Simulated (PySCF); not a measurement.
# Two-component Hartree-Fock for Ni⁺ (nickel, charge +1)

Start: [Ar] 3d9; 3d3/2 filled at m_j = -1/2, +1/2, +3/2; 3d5/2 filled at m_j = -5/2, -3/2, -1/2, +1/2, +3/2, +5/2. Calculated with PySCF 2.14 in x2c-SVPall-2c: generalised Hartree-Fock with the X2C-1e Hamiltonian and a Gaussian nucleus; one run each with spin-orbit coupling (SO) screened by Boettger's factors, then bare. This is a chosen level, not necessarily the ground level.

```csv
spinor shell,electrons,"ε, screened SO (eV)","ε, bare SO (eV)",weight of nominal j (bare SO),"rms radius, bare SO (bohr)"
1s1/2,2,-8402.1,-8402.1,1.000,0.0625
2s1/2,2,-1052.0,-1052.0,1.000,0.265
2p1/2,2,-913.44,-914.41,1.000,0.236
2p3/2,4,-895.98,-895.55,1.000,0.239
3s1/2,2,-138.36,-138.37,1.000,0.799
3p1/2,2,-93.064,-93.172,0.946,0.849
3p3/2,4,-92.454,-92.418,0.973,0.857
3d3/2,3,-20.580,-20.617,0.694,1.21
3d5/2,6,-20.791,-20.774,0.846,1.21
```

```json
{"quantity": "E (hartree)", "screened SO": "-1518.56430", "bare SO": "-1518.56592"}
{"quantity": "M_J", "screened SO": "3/2", "bare SO": "3/2"}
{"quantity": "⟨J²⟩", "screened SO": "3.802", "bare SO": "3.778"}
{"quantity": "⟨L²⟩", "screened SO": "6.008", "bare SO": "6.008"}
{"quantity": "⟨S²⟩", "screened SO": "0.753", "bare SO": "0.753"}
```

Each row is a mean over spinors that exchange with the open shell spreads, by up to 5.698 eV (3p1/2).

Rows whose weight is well below 1 are mixtures of j = l ± 1/2: exchange outweighs spin-orbit coupling there, and the label is only the starting occupation.
